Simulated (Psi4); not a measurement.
C₃H₇O (SMILES CC(C)[O-]), charge -1, singlet, geometry from GFN2-xTB (a gas-phase anion, which may not be bound at this level); Psi4 with CCSD(T)/STO-3G.

Psi4 was given this input:
```
memory 2 GB

molecule mol {
-1 1
  O     0.088997    1.430884   -0.081187
  C     0.013438    0.200251    0.328992
  H     0.010017    0.091697    1.487979
  C    -1.296849   -0.566139   -0.115409
  C     1.215780   -0.722829   -0.122668
  H    -1.330104   -0.626892   -1.202977
  H     1.234970   -0.786853   -1.210386
  H    -2.169563   -0.008754    0.222425
  H     2.152911   -0.278309    0.209939
  H    -1.336527   -1.575855    0.302077
  H     1.132107   -1.729802    0.294946
}

set basis sto-3g
set reference rhf
set freeze_core true
set mp2_type conv
set scf_type pk
set puream true
set d_convergence 1e-8

energy('ccsd(t)')
print_variables()
```

It wrote (shortened):

```
   => Loading Basis Set <=

    Name: STO-3G
    Role: ORBITAL
    Keyword: BASIS

         ---------------------------------------------------------
                                   SCF
               by Justin Turney, Rob Parrish, Andy Simmonett
                          and Daniel G. A. Smith
                              RHF Reference
         ---------------------------------------------------------

  ==> Geometry <==

    Molecular point group: c1
    Full point group: C1

    Geometry (in Angstrom), charge = -1, multiplicity = 1:

       Center              X                  Y                   Z               Mass
    ------------   -----------------  -----------------  -----------------  -----------------
         O            0.083859928520     1.348427390909    -0.079446392951    15.994914619570
         C            0.008300928520     0.117794390909     0.330732607049    12.000000000000
         H            0.004879928520     0.009240390909     1.489719607049     1.007825032230
         C           -1.301986071480    -0.648595609091    -0.113668392951    12.000000000000
         C            1.210642928520    -0.805285609091    -0.120927392951    12.000000000000
         H           -1.335241071480    -0.709348609091    -1.201236392951     1.007825032230
         H            1.229832928520    -0.869309609091    -1.208645392951     1.007825032230
         H           -2.174700071480    -0.091210609091     0.224165607049     1.007825032230
         H            2.147773928520    -0.360765609091     0.211679607049     1.007825032230
         H           -1.341664071480    -1.658311609091     0.303817607049     1.007825032230
         H            1.126969928520    -1.812258609091     0.296686607049     1.007825032230

  Running in c1 symmetry.

  Rotational constants: A =      0.29712  B =      0.27628  C =      0.16287 [cm^-1]
  Rotational constants: A =   8907.34775  B =   8282.78712  C =   4882.76024 [MHz]
  Nuclear repulsion =  125.540165012387277

  Charge       = -1
  Multiplicity = 1
  Electrons    = 34
  Nalpha       = 17
  Nbeta        = 17

  ==> Algorithm <==

  SCF Algorithm Type is PK.
  DIIS enabled.
  MOM disabled.
  Fractional occupation disabled.
  Guess Type is SAD.
  Energy threshold   = 1.00e-08
  Density threshold  = 1.00e-08
  Integral threshold = 1.00e-12

  ==> Primary Basis <==

  Basis Set: STO-3G
    Blend: STO-3G
    Number of shells: 19
    Number of basis functions: 27
    Number of Cartesian functions: 27
    Spherical Harmonics?: true
    Max angular momentum: 1

  ==> Integral Setup <==

  Using in-core PK algorithm.
   Calculation information:
      Number of atoms:                  11
      Number of AO shells:              19
      Number of primitives:             57
      Number of atomic orbitals:        27
      Number of basis functions:        27

      Integral cutoff                 1.00e-12
      Number of threads:                 1

  Performing in-core PK
  Using 143262 doubles for integral storage.
  We computed 17564 shell quartets total.
  Whereas there are 18145 unique shell quartets.

  ==> DiskJK: Disk-Based J/K Matrices <==

    J tasked:                  Yes
    K tasked:                  Yes
    wK tasked:                  No
    Schwarz Cutoff:          1E-12

  Minimum eigenvalue in the overlap matrix is 2.1478402654E-01.
  Reciprocal condition number of the overlap matrix is 8.6800298148E-02.
    Using symmetric orthogonalization.

  ==> Pre-Iterations <==

  SCF Guess: Superposition of Atomic Densities via on-the-fly atomic UHF (no occupation information).

   -------------------------
    Irrep   Nso     Nmo
   -------------------------
     A         27      27
   -------------------------
    Total      27      27
   -------------------------

  ==> Iterations <==

                        Total Energy        Delta E     RMS |[F,P]|

   @RHF iter SAD:  -186.58118161534668   -1.86581e+02   0.00000e+00
[...]
  @RHF Final Energy:  -189.87830594759185
    Total Energy =                       -189.8783059475918549
[...]
     4        -0.243579951169926    2.964e-03    0.012963    0.047947    0.047947    0.126511
     5        -0.243576333082632    9.364e-04    0.013102    0.048490    0.048490    0.126529
     6        -0.243560596605254    3.250e-04    0.013158    0.048716    0.048716    0.126500
     7        -0.243554049453483    9.522e-05    0.013170    0.048770    0.048770    0.126491
     8        -0.243551934496400    3.821e-05    0.013175    0.048792    0.048792    0.126488
     9        -0.243551987836378    8.126e-06    0.013176    0.048797    0.048797    0.126487
    10        -0.243551919357954    2.438e-06    0.013176    0.048797    0.048797    0.126487
    11        -0.243551909621641    9.885e-07    0.013176    0.048797    0.048797    0.126487
    12        -0.243551850882648    3.542e-07    0.013176    0.048797    0.048797    0.126487
    13        -0.243551848326738    1.267e-07    0.013176    0.048797    0.048797    0.126487
    14        -0.243551849926392    4.279e-08    0.013176    0.048797    0.048797    0.126487

    Iterations converged.

    Largest TIA Amplitudes:
             11   2         0.0391290576
             12   0         0.0306264997
             12   7        -0.0253063399
             11   8         0.0242618996
             12   6         0.0124549173
              8   2        -0.0118815455
              9   0        -0.0105899578
              9   7         0.0077782212
              8   8        -0.0066910673
             12   3         0.0065686923

    Largest TIjAb Amplitudes:
     10  10   9   9        -0.0521947772
      8   8   2   2        -0.0414394106
      7   7   4   4        -0.0343499625
      9   9   0   0        -0.0329906789
      9   9   7   7        -0.0296571530
     11  11   2   2        -0.0296181551
     10  11   9   2        -0.0247409212
     11  10   2   9        -0.0247409212
      5   5   1   1        -0.0245982035
     12  12   0   0        -0.0232544252

    SCF energy       (wfn)                    = -189.878305947591855
    Reference energy (file100)                = -189.878305947591684

    Opposite-spin MP2 correlation energy      =   -0.162849672653246
    Same-spin MP2 correlation energy          =   -0.025322914701663
    Singles MP2 correlation energy            =   -0.000000000000000
    MP2 correlation energy                    =   -0.188172587354908
      * MP2 total energy                      = -190.066478534946583

    Opposite-spin CCSD correlation energy     =   -0.220133749986433
    Same-spin CCSD correlation energy         =   -0.023418099939958
    Singles CCSD correlation energy           =    0.000000000000000
    CCSD correlation energy                   =   -0.243551849926392
      * CCSD total energy                     = -190.121857797518089

            **************************
            *                        *
            *        CCTRIPLES       *
            *                        *
            **************************

    Wave function   =    CCSD_T
    Reference wfn   =      RHF

    Nuclear Rep. energy (wfn)                =  125.540165012387277
    SCF energy          (wfn)                = -189.878305947591855
    Reference energy    (file100)            = -189.878305947591684
    CCSD energy         (file100)            =   -0.243551849926392
    Total CCSD energy   (file100)            = -190.121857797518089

    Number of ijk index combinations:              455
    Approx. words needed per explicit thread:            4000
    Number of threads for explicit ijk threading:    1

    MKL num_threads set to 1 for explicit threading.

    (T) energy                                =   -0.005054419446843
      * CCSD(T) total energy                  = -190.126912216964911

  Variable Map:
  ----------------------------------------------------------------------------
[...]
  Array Variable Map:
  ----------------------------------------------------------------------------
[...]
[...]
```
